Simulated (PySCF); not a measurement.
Structure problem from calculated spectra and properties.

Formula: CH11N3O2Si3.

| Property | Result |
| --- | --- |
| 13C NMR | chemical shifts (computed TMS as zero) by class: 165.4 (1 C) ppm [GIAO PBE0/pcSseg-1] |
| Dipole | 2.24 D [PBE0/pcSseg-1] |
| 1H NMR | chemical shifts (computed TMS as zero) by class: 8.07 (1 H), 5.40 (2 H), 5.26 (1 H), 4.87 (3 H), 0.69 (4 H) ppm [GIAO PBE0/pcSseg-1] |
| NMR, other nuclei | isotropic shieldings of nuclei other than C and H, by class: 238 (1 N), 240 (2 N), -128 (1 O), 124 (1 O), 380 (1 Si), 381 (1 Si), 413 (1 Si) ppm [GIAO PBE0/pcSseg-1] |
| Rotational structure | rotational constants A, B, C: 1.829, 0.571, 0.453 GHz [GFN2-xTB] |

Gas-phase values; electronic properties from PySCF, density fitting. Levels stand in brackets. Geometry: GFN2-xTB, one conformer, isolated molecule. GFN2-xTB frequencies show an imaginary mode (49i cm⁻¹), so this geometry is no minimum at that level. NMR values are class means; diastereotopic atoms form classes of their own.

**Question.** Give a SMILES that accounts for the data.

**Answer.** Numbering: `[NH2:1][SiH:2]([NH2:3])[N:4]([SiH3:5])[SiH2:6][O:7][CH:8]=[O:9]`. Its formula, CH11N3O2Si3, gives 1 degree of unsaturation: 0 rings and 1 π bond in the structure found. The one carbon: carbonyl carbon [C8] (165.4 ppm). Hydrogen classes from least to most shielded: 1 H on a carbonyl carbon, C8 (8.07 ppm), 2 H on an oxygen-bound silicon, Si6 (5.40 ppm), 1 H on an SiH silicon, Si2 (5.26 ppm), 3 H on an SiH3 silicon, Si5 (4.87 ppm), 4 H on 2 silicon-bound nitrogens, N1/N3 (0.69 ppm, a mean of values up to 0.6 ppm apart in this geometry). The other shieldings belong to: 238 ppm, nitrogen bridging silicon atoms [N4]; 240 ppm, silicon-bound nitrogen [N1/N3]; -128 ppm, carbonyl oxygen [O9]; 124 ppm, oxygen singly bound to a carbonyl carbon [O7]; 380 ppm, SiH silicon [Si2]; 381 ppm, oxygen-bound silicon [Si6]; 413 ppm, SiH3 silicon [Si5]. The optimised geometry has point group C1 and is an asymmetric top. Structure: `N[SiH](N([SiH3])[SiH2]OC=O)N`. The assignments are read from this structure; whether some other isomer fits the data as well wasn't checked.
